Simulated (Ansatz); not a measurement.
Consider the ligand exchange at a Ge–C bond: `O=[CH][GeH2][Cl]` + CH₃NH₂ → `C[NH][GeH2][Cl]` + `C=O`.

Gas-phase electronic energies from Ansatz, PBE0-D4/def2-TZVP geometries. CBS: MP2 limit from def2 TZ/QZ plus the TZ coupled-cluster correction, frozen cores. This one scheme is used for every species. Functionals use def2-TZVPP. B3LYP here is the variant with VWN-RPA as its local correlation; programs differ in this. HSE06 is defined as in plane-wave codes. For Ge outer-core shells are correlated without core-valence functions, which leaves a few kJ/mol of doubt a bond. Scalar relativity is left out up to krypton. One conformer a species, not always the lowest.

| level | ΔE (kJ/mol) | difference from CCSD(T)/CBS |
| --- | --- | --- |
| LDA (SPW92) | -32.2 | 11.5 |
| PBE-D4 | -30.2 | 13.5 |
| revPBE-D4 | -31.9 | 11.8 |
| BLYP-D4 | -33.8 | 9.9 |
| B97M-V | -38.3 | 5.4 |
| PBE0-D4 | -35.7 | 8.0 |
| B3LYP-D4 | -37.8 | 5.9 |
| r2SCANh-D4 | -37.2 | 6.5 |
| r2SCAN0-D4 | -39.3 | 4.4 |
| HSE06-D4 | -35.5 | 8.2 |
| BHLYP-D4 | -44.1 | -0.4 |
| CAM-B3LYP-D4 | -40.8 | 2.9 |
| ωB97X-V | -40.9 | 2.8 |
| ωB97M-V | -39.5 | 4.2 |
| PBE-QIDH | -42.7 | 1.0 |
| PBE | -27.2 | 16.5 |
| revPBE | -24.8 | 18.9 |
| BLYP | -27.8 | 15.9 |
| r2SCAN | -34.8 | 8.9 |
| PBE0 | -33.0 | 10.7 |
| B3LYP | -33.1 | 10.6 |
| r2SCANh | -36.2 | 7.5 |
| r2SCAN0 | -38.3 | 5.4 |
| HSE06 | -33.0 | 10.7 |
| CAM-B3LYP | -38.0 | 5.7 |
| LC-ωPBE | -38.1 | 5.6 |
| RPA@PBE/def2-TZVPP | -43.8 | -0.1 |
| HF/def2-SVP | -50.7 | -7.0 |
| MP2/def2-SVP | -55.5 | -11.8 |
| CCSD/def2-SVP | -51.8 | -8.1 |
| CCSD(T)/def2-SVP | -51.5 | -7.8 |
| HF/def2-TZVPP | -47.8 | -4.1 |
| SCS-MP2/def2-TZVPP | -48.4 | -4.7 |
| CCSD/def2-TZVPP | -44.7 | -1.0 |
| CCSD(T)/def2-TZVPP | -44.2 | -0.5 |
| MP2/def2-QZVPP | -48.7 | -5.0 |
| SCS-MP2/def2-QZVPP | -48.1 | -4.4 |
| HF/CBS(def2) | -47.8 | -4.1 |
| MP2/CBS(def2) | -48.4 | -4.7 |
| CCSD/CBS(def2) | -44.1 | -0.4 |
| CCSD(T)/CBS | -43.7 | 0 |

Largest T1 diagnostic among the species: 0.015.

At CCSD(T), def2-SVP lies −7.8 kJ/mol from the extrapolated value and def2-TZVPP −0.5 kJ/mol. Leaving LDA and LC-ωPBE aside and taking each functional with its dispersion term where it has one, the values spread over 13.9 kJ/mol, from BHLYP-D4 to PBE-D4. LDA lies −5.0 kJ/mol from PBE without D4. From PBE to PBE0 (25 % exact exchange), in def2-TZVPP and without D4, ΔE moves by −5.8 kJ/mol.
